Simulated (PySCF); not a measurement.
# GeCl and its ions

UHF-CCSD(T); basis Ge cc-pVDZ-PP with ECP10, Cl cc-pV(D+d)Z; scalar-relativistic core potentials; PySCF 2.14. Neutral (UHF): doublet (π ↑), Re = 2.203 Å, ωe = 400 cm⁻¹, De = 3.51 eV.

GeCl⁺ (RHF): singlet (closed shell), Re = 2.082 Å, ωe = 499 cm⁻¹, De = 4.17 eV to Ge⁺ + Cl. The energies at the minima are -753.14766 hartree for GeCl and -752.88823 for GeCl⁺.

(1) Work out the adiabatic ionisation energy, without and with harmonic zero-point energies (1 hartree = 27.2114 eV, 1 eV = 8065.5 cm⁻¹), and the change of the bond length.

Correlated steps freeze 9 core orbitals. Correlated levels converge slowly with the basis: in double zeta they bind strong bonds too weakly, by up to about 1 eV, and carry superposition errors of some tenths. For an ion De counts to the pair picked by the measured ionisation energies or electron affinities, which need not be the lowest pair at this level. Where the molecule has an RHF reference, its open-shell atoms are computed with UHF. States were picked by a PBE0 search and need not be the measured ground states.

Neutral and ion stand on different kinds of reference determinant, which adds to the error of the difference.

Answers

(1) At CCSD(T): 0.25943 hartree = 7.059 eV between the minima; the zero-point term (499.0 − 400.0)/2 cm⁻¹ = +0.006 eV makes it 7.066 eV. Re changes by -12.1 pm against the neutral. The electron leaves a π orbital, and the shorter bond of the ion fits an antibonding orbital, or a change in how ionic the bond is.
